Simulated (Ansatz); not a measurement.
`CN[SiH2]Cl` + `O[SiH](O)S` → `O[SiH](O)S[SiH2]Cl` + CH₃NH₂  (ligand exchange at the Si–N bond)

Calculated with Ansatz (gas phase, PBE0-D4/def2-TZVP geometries, no zero-point term in ΔE). CBS: MP2 limit from def2 TZ/QZ plus the TZ coupled-cluster correction, frozen cores. DFT in def2-TZVPP. B3LYP here is the variant with VWN-RPA as its local correlation; programs differ in this. One conformer a species, not always the lowest.

```
   level  ΔE (kcal/mol)
  PBE-D4           -2.4
B3LYP-D4           -0.3
     PBE           -1.6
  revPBE           -1.8
```

(1) What does CCSD(T)/CBS give? (An estimate is asked.)

Largest T1 diagnostic among the species: 0.011.

## Answers

(1) The calculation gave: -0.8 kcal/mol. The listed levels differ from it by -1.6, 0.5, -0.8, -1.0 kcal/mol.

In def2-TZVPP, CCSD(T) changes the Hartree–Fock value by −2.2 kcal/mol (the triples alone add −0.6 kcal/mol) and MP2 by −3.0 kcal/mol. At CCSD(T), def2-SVP lies +1.3 kcal/mol from the extrapolated value and def2-TZVPP +0.8 kcal/mol. The D4 term adds −1.4 kcal/mol with B3LYP and −0.8 kcal/mol with PBE0; it sums over pairs of atoms, weighted by their polarisabilities, and B3LYP, whose exchange is more repulsive, gets the larger term.
